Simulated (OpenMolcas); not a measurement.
**Ag IV: effect of the active space**

```yaml
Program: OpenMolcas 26.06
Method: SS-CASPT2 or its RAS form, IPEA 0.25 Eh, imaginary shift 0.1 Eh
Basis: ANO-RCC-VTZP
Scalar_Hamiltonian: DKH2, point nucleus
Spin-orbit_coupling: RASSI with atomic mean-field integrals over the reference wave functions, term energies averaged over their components
```

A. 8 electrons in 5 orbitals (4d); 2S+1 = 3 even, 10 roots; 2S+1 = 1 even, 15 roots; closed shells correlated: 4s 4p; CASPT2 step of the order of 4 core-seconds
B. 8 electrons in 9 orbitals (RAS2 4d 5s; RAS3 5p, at most 2 electrons); 2S+1 = 3 even, 60 roots; 2S+1 = 5 even, 10 roots kept (CI in the orbitals of an earlier block); 2S+1 = 1 even, 50 roots kept (CI in the orbitals of an earlier block); 2S+1 = 3 odd, 9 roots (0 in the spin-orbit step); 2S+1 = 5 odd, 21 roots kept (CI in the orbitals of an earlier block); 2S+1 = 1 odd, 9 roots kept (CI in the orbitals of an earlier block, 0 in the spin-orbit step); closed shells correlated: 4s 4p; CASPT2 step of the order of 7 core-minutes
C. 8 electrons in 10 orbitals (4d 5d); 2S+1 = 3 even, 10 roots; 2S+1 = 1 even, 15 roots; closed shells correlated: 4s 4p; CASPT2 step about 9 core-minutes

Energies in cm⁻¹ above 4d⁸ ³F₄, the measured ground level; measured values from the list in Gamrath, thesis, University of Mons (2023).

```csv
Level,A,B,C,Measured
4d⁸ ³F₄,0.0,0.0,0.0,0.0
4d⁸ ³F₃,3980,4180,3990,4172
4d⁸ ³F₂,5630,5790,5640,5830
4d⁸ ³P₂ [51 %],12130,11900,12110,
4d⁸ ³P₁,16410,16100,16340,15900
4d⁸ ³P₀,16660,16330,16560,16092
4d⁸ ¹G₄,21160,21250,21310,20570
4d⁸ ¹S₀,48310,48130,48520,47139
```

Deviations, from unrounded energies. A percentage is the sum of absolute deviations over the sum of measured energies, with the sign that they share, or ± where signs differ.

| Against measurement | Levels | A | B | C |
| --- | --- | --- | --- | --- |
| mean absolute deviation (cm-1) | 6 | 540 | 360 | 570 |
| fine structure of the ground term (%) | 2 | -3.9 | ±0.5 | -3.7 |
| other terms of the ground configuration (%) | 4 | +2.8 | +2.1 | +3.0 |

B lies closest to measurement on these levels and C furthest from it. The largest miss of B in the table is 4d⁸ ¹S₀, by +990 cm-1. The ranking rests on the paired levels alone, and a cruder setting can come out closer through cancelling errors.

Among A to C the level of the table that moves most is 4d⁸ ¹S₀, by 380 cm-1 (lowest in B, highest in C). Moves below CASPT2's spread within the term are not significant.

Term energies are means over components that CASPT2 splits; among the terms shown or strongly mixed into the levels shown the widest spread is 630 cm-1 (4d⁸ ¹G, B). Some high roots are left out of the spin-orbit mixing, which shifts the levels that they would mix with (holds for B). Terms from blocks run as CI alone lack orbitals of their own (holds for B). Active for correlation alone: 5d; no level in the range computed is led by a configuration that fills it, so any true level of that kind is missing (holds for C). Computed and measured levels are paired by configuration, term and J; levels that our copy of the source lacks, or whose pairing is in doubt (as where it misses far off the trend of its configuration), stay unpaired and out of the deviations. Only configurations of the active space appear. Levels that lie high or do not pair safely by name in every column are left out.

A share in square brackets marks a mixed level and gives the weight of the term that names it, the lowest over the columns.
